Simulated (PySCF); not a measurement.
C₂H₂F₂, SMILES C=C(F)F. Atoms are numbered in the order given.

```xyz
6

C      0.0000     0.0000     1.3819
C      0.0000     0.0000     0.0582
F      0.0000     1.0734    -0.6934
F      0.0000    -1.0734    -0.6934
H      0.0000    -0.9458     1.9200
H      0.0000     0.9458     1.9200
```

Coordinates come from a PBE0-D3(BJ)/def2-SVP optimisation.

Two levels are set side by side: PBE/pcSseg-2 (PySCF) and HF/pcSseg-2 (PySCF). GIAO shifts against CFCl3 (¹⁹F), TMS (¹H), TMS (¹³C) at the same level; non-relativistic, no solvent, atoms listed together averaged. Differences are taken from unrounded values.

```json
[
 {"quantity": "δ(¹³C) of C1 (ppm)", "PBE": "64.6"},
 {"quantity": "δ(¹³C) of C2 (ppm)", "PBE": "177.7"},
 {"quantity": "δ(¹⁹F) of F3, F4 (ppm)", "PBE": "-102.7"},
 {"quantity": "δ(¹H) of H5, H6 (ppm)", "PBE": "3.98"}
]
```

Q: These are the PBE values. What does HF give? (The exact figures need the calculation; the answer reports its results.)

A: 
| quantity | HF | PBE minus HF |
|---|---|---|
| δ(¹³C) of C1 (ppm) | 70.6 | -6.0 |
| δ(¹³C) of C2 (ppm) | 170.2 | 7.5 |
| δ(¹⁹F) of F3, F4 (ppm) | -65.8 | -36.9 |
| δ(¹H) of H5, H6 (ppm) | 4.38 | -0.41 |

Rough cost on one machine, each run with all the roots and properties that it gave: HF against PBE within a factor of 2.
